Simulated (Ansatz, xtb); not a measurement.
**Relative energy of two isomers of BBeHS**

We compare a, `[Be]1[BH][S]1`, a singlet, with b, `[BeH][B]=S`, a singlet. Both are isolated molecules in the gas phase, relaxed with B3LYP/6-31G*.

**Question.** Estimate which is lower in electronic energy at CCSD(T)/def2-TZVPP, and by roughly how much.

**Answer.** The CCSD(T)/def2-TZVPP calculation puts structure b lower, by 23.9 kcal/mol.

How the difference moves with the method:

| level | geometry | E(b) − E(a) (kcal/mol) | departure from the last row (kcal/mol) | job, with rough time for the two |
| --- | --- | --- | --- | --- |
| GFN2-xTB | GFN2-xTB | −20.6 | +3.3 | optimisation, 0.45 s |
| HF/STO-3G | GFN2-xTB | −16.8 | +7.1 | single point, 0.77 s |
| r2SCAN-D4/def2-SVP | GFN2-xTB | −22.0 | +1.9 | single point, 3.9 s |
| B3LYP/6-31G* | B3LYP/6-31G* | −21.9 | +2.0 | optimisation, 28 s |
| HF/def2-TZVPP | B3LYP/6-31G* | −27.7 | −3.8 | part of the CCSD(T) run |
| MP2/def2-TZVPP | B3LYP/6-31G* | −23.0 | +0.9 | part of the CCSD(T) run |
| CCSD(T)/def2-TZVPP | B3LYP/6-31G* | −23.9 |  | single point, 16 s |

As drawn, b has 1 B=S, 1 Be–H in place of 1 B–S, 1 Be–S, 1 B–H. Structure a has a 3-membered ring, b no ring.

The levels shown agree on the order. The largest departure from CCSD(T)/def2-TZVPP is that of HF/STO-3G, 7.1 kcal/mol.

With harmonic frequencies from B3LYP/6-31G* (ideal gas, rigid rotor, one conformer each, 298.15 K, 1 atm): the zero-point term adds −1.2 kcal/mol; ΔH is −24.7 and ΔG −24.2 kcal/mol.

The correlated steps freeze 6 core orbitals; the last core shell of Be is correlated, in a basis made for valence electrons. Programs: Ansatz 0.2.0, xtb 6.7.1; the last row on 1 thread of Intel(R) Xeon(R) Processor @ 2.50GHz (Skylake/Cascade Lake) on a shared host.
